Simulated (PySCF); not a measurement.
Ligands exchanged one at a time, Si F-OH. All species are isolated molecules in the gas phase. One relaxed conformer stands for each flexible species; it need not be the lowest. Strings in code marks are SMILES.

Level of theory: TPSSh-D3(BJ)/def2-TZVP // B3LYP-D3(BJ)/def2-TZVP in PySCF. All candidates: neutral, multiplicity 1. Excitations are Tamm–Dancoff values on a coarser integration grid. The basis has no diffuse functions, so Rydberg states are missing or too high.

```json
{
  "HOMO–LUMO gap": "8.78 eV",
  "T1 excitation (TDA)": "7.93 eV",
  "S1 excitation (TDA)": "8.24 eV"
}
```

Task: Name which member has these values.
(A) `O[Si](O)(O)F`
(B) `O[Si](O)(F)F` (H–O–Si–F torsion 43°, F–Si–O–H torsion 85°)
(C) `O[Si](F)(F)F`
(D) `O[Si](O)(O)O`

Result: A, `O[Si](O)(O)F`. The others give `O[Si](O)(F)F` (H–O–Si–F torsion 43°, F–Si–O–H torsion 85°): 9.05 eV, 8.10 eV, 8.46 eV; `O[Si](F)(F)F`: 9.47 eV, 8.34 eV, 8.84 eV; `O[Si](O)(O)O`: 8.27 eV, 7.49 eV, 7.74 eV
